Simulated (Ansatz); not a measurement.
`O[SiH](O)/C=[CH]\[GeH3]` + `FCCl` → `O[SiH](O)CCl` + `F/C=[CH]/[GeH3]`  (formal exchange of groups at the Si–C bond)

Program: Ansatz. Geometries: PBE0-D4/def2-TZVP. ΔE: electronic, gas phase. CBS: MP2 limit from def2 TZ/QZ plus the TZ coupled-cluster correction, frozen cores. This one scheme is used for every species. Double bonds are as drawn, so ΔE can hold a change between cis and trans. For Ge outer-core shells are correlated without core-valence functions, which leaves a few kJ/mol of doubt a bond. Scalar relativity is left out up to krypton. One conformer a species, not always the lowest.

```csv
level,ΔE (eV)
SCS-MP2/def2-TZVPP,-0.15
HF/def2-QZVPP,-0.21
HF/CBS(def2),-0.21
CCSD/CBS(def2),-0.18
```

(1) What does CCSD(T)/CBS give? (Estimate.)

Largest T1 diagnostic among the species: 0.012.

## Answers

(1) Computed: -0.17 eV. The listed levels differ from it by 0.02, -0.04, -0.04, -0.01 eV.

In def2-TZVPP, CCSD(T) changes the Hartree–Fock value by +0.05 eV (the triples alone add +0.01 eV) and MP2 by +0.04 eV. The D4 term adds +0.07 eV with B3LYP and +0.04 eV with PBE0; it sums over pairs of atoms, weighted by their polarisabilities, and B3LYP, whose exchange is more repulsive, gets the larger term.

B3LYP here is the variant with VWN-RPA as its local correlation; programs differ in this.
